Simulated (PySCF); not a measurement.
# Broadened absorption spectrum of C5H10P2

Species: C5H10P2.
Atom-mapped SMILES: `[PH2:1][PH:2][C:3]1=[CH:4][CH2:5][CH2:6][CH2:7]1` (hydrogens: H8, H9 on P1; H10 on P2; H11 on C4; H12, H13 on C5; H14, H15 on C6; H16, H17 on C7)

Computed, not measured: TDDFT CAM-B3LYP/def2-SVPD, vertical, gas phase, core orbitals frozen in the response (PySCF). Geometry: GFN2-xTB, one conformer, isolated molecule.

Broadening: Gaussians 0.25 eV wide at half height, area fixed by f = 4.319×10⁻⁹ ∫ε dν̃. The width is an assumption, not a result. The curve ends short of the highest state used, and states not computed would add to its high-energy end.

(E (eV), ε (L mol⁻¹ cm⁻¹)): (4.96, 19), (5.01, 93), (5.05, 279), (5.10, 903), (5.14, 1971), (5.19, 4283), (5.23, 6795), (5.27, 9352), (5.32, 11425), (5.36, 11446), (5.41, 9472), (5.45, 7114), (5.49, 5021), (5.54, 3685), (5.58, 3777), (5.63, 4791), (5.67, 5654), (5.71, 6066), (5.76, 5746), (5.80, 5048), (5.85, 4096), (5.89, 3448), (5.93, 2872), (5.98, 2136), (6.02, 1541), (6.07, 933), (6.11, 673), (6.15, 692), (6.20, 1222), (6.24, 2242), (6.29, 4733), (6.33, 8090), (6.37, 12740), (6.42, 19607), (6.46, 24752), (6.51, 29278)

(1) Where are the band maxima, and which computed states make them?

(2) Does any computed singlet lie in the visible range?

(3) Coming from long wavelengths, where does ε first pass 100 L mol⁻¹ cm⁻¹?

(4) On this curve, what absorbance would a 10⁻⁴ mol/L sample give at 193 nm over a 1 cm path?

Results:

(1) 232 nm (5.34 eV), ε about 12000, made up of S1 (100%); 217 nm (5.72 eV), ε about 6100, made up of S2 (93%) (ε in L mol⁻¹ cm⁻¹; maxima over ε = 5, shares over 10%). At its high-energy end, 6.51 eV, the curve is still rising (ε about 29000, from S5 and S6). The states used: S1 5.34 eV (f 0.108); S2 5.70 eV (f 0.053); S3 5.92 eV (f 0.021); S4 6.31 eV (f 0.011); S5 6.49 eV (f 0.205); S6 6.66 eV (f 0.169); S7 6.78 eV (f 0.116); S8 7.11 eV (f 0.0087).

(2) No computed singlet lies in the visible range (380 to 750 nm); the lowest, at 232 nm, stands 2.08 eV above its violet end (3.26 eV).

(3) At about 247 nm (5.01 eV), 0.33 eV below S1.

(4) 193 nm is 6.424 eV, where ε is about 20000 L mol⁻¹ cm⁻¹, so A = ε c l ≈ 2 (Beer–Lambert, with the gas-phase spectrum and the assumed width).
